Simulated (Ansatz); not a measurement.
Frontier orbitals of AlH₈NO₃Si, SMILES `[OH][Al-]([OH])([OH])[NH2+][SiH3]`.

Total charge 0; spin multiplicity 1. Geometry: relaxed with PBE0-D4/def2-TZVP. It is one conformer, not always the lowest. Basis def2-TZVPP, Ansatz 0.2.0.

Orbital energies of one run (eV). Highest occupied ones, from the top: -10.44, -10.59, -10.64, -11.38, -11.44, -11.83, -12.16, -12.58, -13.57, -14.68, -15.21, -15.42, -16.52, -17.59. Empty: 1.22, 2.43, 2.70, 2.74, 3.10, 3.30.

Task: Which functional gave them?
A. B3LYP
B. CAM-B3LYP
C. r2SCAN
D. ωB97M-V

Result: D. HOMO energies: ωB97M-V -10.44, B3LYP -7.69, CAM-B3LYP -9.47, r2SCAN -6.65 eV.

B3LYP here is the variant with VWN-RPA as its local correlation; programs differ in this.
